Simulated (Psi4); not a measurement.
H$_{2}$P, doublet, at a GFN2-xTB geometry; Psi4 with MP2/aug-cc-pVTZ.

Here is a job for Psi4.
```
memory 2 GB

molecule mol {
0 2
  P     0.003008   -0.000801    0.114347
  H    -0.022380    1.002212   -0.850635
  H    -0.022740   -0.990204   -0.864575
}

set basis aug-cc-pvtz
set reference uhf
set freeze_core true

energy('mp2')
print_variables()
```

It wrote (shortened):

```
    SCF Algorithm Type (re)set to DF.

   => Loading Basis Set <=

    Name: AUG-CC-PVTZ
    Role: ORBITAL
    Keyword: BASIS

         ---------------------------------------------------------
                                   SCF
               by Justin Turney, Rob Parrish, Andy Simmonett
                          and Daniel G. A. Smith
                              UHF Reference
         ---------------------------------------------------------

  ==> Geometry <==

    Molecular point group: cs
    Full point group: Cs

    Geometry (in Angstrom), charge = 0, multiplicity = 2:

       Center              X                  Y                   Z               Mass
    ------------   -----------------  -----------------  -----------------  -----------------
         P           -0.059406722401    -0.000415784879     0.000000000000    30.973761998420
         H            0.905909190063     1.002597215127     0.000000000000     1.007825032230
         H            0.919853836172    -0.989818784884     0.000000000000     1.007825032230

  Running in cs symmetry.

  Rotational constants: A =      9.42216  B =      8.42675  C =      4.44835 [cm^-1]
  Rotational constants: A = 282469.35997  B = 252627.56705  C = 133358.17040 [MHz]
  Nuclear repulsion =   11.669665159125564

  Charge       = 0
  Multiplicity = 2
  Electrons    = 17
  Nalpha       = 9
  Nbeta        = 8

  ==> Algorithm <==

  SCF Algorithm Type is DF.
  DIIS enabled.
  MOM disabled.
  Fractional occupation disabled.
  Guess Type is SAD.
  Energy threshold   = 1.00e-08
  Density threshold  = 1.00e-08
  Integral threshold = 1.00e-12

  ==> Primary Basis <==

  Basis Set: AUG-CC-PVTZ
    Blend: AUG-CC-PVTZ
    Number of shells: 34
    Number of basis functions: 96
    Number of Cartesian functions: 109
    Spherical Harmonics?: true
    Max angular momentum: 3

   => Loading Basis Set <=

    Name: (AUG-CC-PVTZ AUX)
    Role: JKFIT
    Keyword: DF_BASIS_SCF

  ==> Integral Setup <==

  SCF_SUBTYPE=INCORE selected. In-core MEM_DF algorithm will be used.
  Using in-core AOs.

  ==> MemDFJK: Density-Fitted J/K Matrices <==

    J tasked:                   Yes
    K tasked:                   Yes
    wK tasked:                   No
    Algorithm:                 Core
    Schwarz Cutoff:           1E-12
    Mask sparsity (%):       0.0000
    Fitting Condition:        1E-10

   => Auxiliary Basis Set <=

  Basis Set: (AUG-CC-PVTZ AUX)
    Blend: AUG-CC-PVTZ-JKFIT
    Number of shells: 70
    Number of basis functions: 238
    Number of Cartesian functions: 290
    Spherical Harmonics?: true
    Max angular momentum: 4

  Minimum eigenvalue in the overlap matrix is 2.0039906641E-04.
  Reciprocal condition number of the overlap matrix is 3.0184983248E-05.
    Using symmetric orthogonalization.

  ==> Pre-Iterations <==

  SCF Guess: Superposition of Atomic Densities via on-the-fly atomic UHF (no occupation information).

   -------------------------
    Irrep   Nso     Nmo
   -------------------------
     A'        65      65
     A"        31      31
   -------------------------
    Total      96      96
   -------------------------

  ==> Iterations <==

                           Total Energy        Delta E     RMS |[F,P]|

   @DF-UHF iter SAD:  -341.39800962671274   -3.41398e+02   0.00000e+00
   @DF-UHF iter   1:  -341.86314770991697   -4.65138e-01   2.28417e-03 ADIIS/DIIS
   @DF-UHF iter   2:  -341.88350641077608   -2.03587e-02   7.23919e-04 ADIIS/DIIS
   @DF-UHF iter   3:  -341.88623039039254   -2.72398e-03   2.91053e-04 ADIIS/DIIS
   @DF-UHF iter   4:  -341.88707028489165   -8.39894e-04   7.60552e-05 DIIS
   @DF-UHF iter   5:  -341.88713799756431   -6.77127e-05   2.22459e-05 DIIS
   @DF-UHF iter   6:  -341.88714404507596   -6.04751e-06   7.13607e-06 DIIS
   @DF-UHF iter   7:  -341.88714465758699   -6.12511e-07   2.08568e-06 DIIS
   @DF-UHF iter   8:  -341.88714470710647   -4.95195e-08   6.21796e-07 DIIS
   @DF-UHF iter   9:  -341.88714471233885   -5.23238e-09   2.20408e-07 DIIS
   @DF-UHF iter  10:  -341.88714471313625   -7.97399e-10   8.31946e-08 DIIS
   @DF-UHF iter  11:  -341.88714471324914   -1.12891e-10   2.62422e-08 DIIS
   @DF-UHF iter  12:  -341.88714471325920   -1.00613e-11   4.74088e-09 DIIS
  Energy and wave function converged.

  ==> Post-Iterations <==

   @Spin Contamination Metric:   1.963060389E-02
   @S^2 Expected:                7.500000000E-01
   @S^2 Observed:                7.696306039E-01
   @S   Expected:                5.000000000E-01
   @S   Observed:                5.000000000E-01

    Orbital Energies [Eh]
    ---------------------

    Alpha Occupied:

[...]
    Alpha Virtual:

[...]
    Beta Occupied:

[...]
    Beta Virtual:

[...]
      65Ap     6.905028

    Final Occupation by Irrep:
             Ap   App
    DOCC [     7,    1 ]
    SOCC [     0,    1 ]
    NA   [     7,    2 ]
    NB   [     7,    1 ]

  @DF-UHF Final Energy:  -341.88714471325920

   => Energetics <=

    Nuclear Repulsion Energy =             11.6696651591255645
    One-Electron Energy =                -495.9728952899268961
    Two-Electron Energy =                 142.4160854175421775
    Total Energy =                       -341.8871447132592039

  UHF NO Occupations:
  HONO-2 :    6 Ap 1.9993900
  HONO-1 :    7 Ap 1.9911640
  HONO-0 :    2App 1.0000000
  LUNO+0 :    8 Ap 0.0088360
  LUNO+1 :    9 Ap 0.0006100
  LUNO+2 :   10 Ap 0.0004049
  LUNO+3 :    3App 0.0000033

Computation Completed

Properties will be evaluated at   0.000000,   0.000000,   0.000000 [a0]

Properties computed using the SCF density matrix

 Multipole Moments:

 ------------------------------------------------------------------------------------
     Multipole            Electronic (a.u.)      Nuclear  (a.u.)        Total (a.u.)
 ------------------------------------------------------------------------------------

 L = 1.  Multiply by 2.5417464519 to convert [e a0] to [Debye]
 Dipole X            :         -1.4935169            1.7662556            0.2727387
 Dipole Y            :         -0.0104531            0.0123619            0.0019088
 Dipole Z            :          0.0000000            0.0000000            0.0000000
 Magnitude           :                                                    0.2727454

 ------------------------------------------------------------------------------------

  //>>>>>>>>>>>>>>>>>>>>>>>>>>>>>>>>>>>//
  //               DFMP2               //
  //<<<<<<<<<<<<<<<<<<<<<<<<<<<<<<<<<<<//

   => Loading Basis Set <=

    Name: (AUG-CC-PVTZ AUX)
    Role: RIFIT
    Keyword: DF_BASIS_MP2

	 --------------------------------------------------------
	                          DF-MP2
	      2nd-Order Density-Fitted Moller-Plesset Theory

	        Rob Parrish, Justin Turney, Andy Simmonett,
	           Ed Hohenstein, and C. David Sherrill
	 --------------------------------------------------------

	 --------------------------------------------------------
	                 NBF =    96, NAUX =   239
	 --------------------------------------------------------
	   CLASS    FOCC     OCC    AOCC    AVIR     VIR    FVIR
	   ALPHA       5       9       4      87      87       0
	    BETA       5       8       3      88      88       0
	 --------------------------------------------------------

	-----------------------------------------------------------
	 ==================> DF-MP2 Energies <====================
	-----------------------------------------------------------
	 Reference Energy          =    -341.8871447132592039 [Eh]
	 Singles Energy            =      -0.0000000000000000 [Eh]
	 Same-Spin Energy          =      -0.0243725024263360 [Eh]
	 Opposite-Spin Energy      =      -0.1154049375293038 [Eh]
	 Correlation Energy        =      -0.1397774399556398 [Eh]
	 Total Energy              =    -342.0269221532148549 [Eh]
	-----------------------------------------------------------
	 ================> DF-SCS-MP2 Energies <==================
	-----------------------------------------------------------
	 SCS Same-Spin Scale       =       0.3333333333333333 [-]
	 SCS Opposite-Spin Scale   =       1.2000000000000000 [-]
	 SCS Same-Spin Energy      =      -0.0081241674754453 [Eh]
	 SCS Opposite-Spin Energy  =      -0.1384859250351646 [Eh]
	 SCS Correlation Energy    =      -0.1466100925106099 [Eh]
	 SCS Total Energy          =    -342.0337548057698314 [Eh]
	-----------------------------------------------------------

  Variable Map:
  ----------------------------------------------------------------------------
[...]
  Array Variable Map:
  ----------------------------------------------------------------------------
[...]
[...]
```
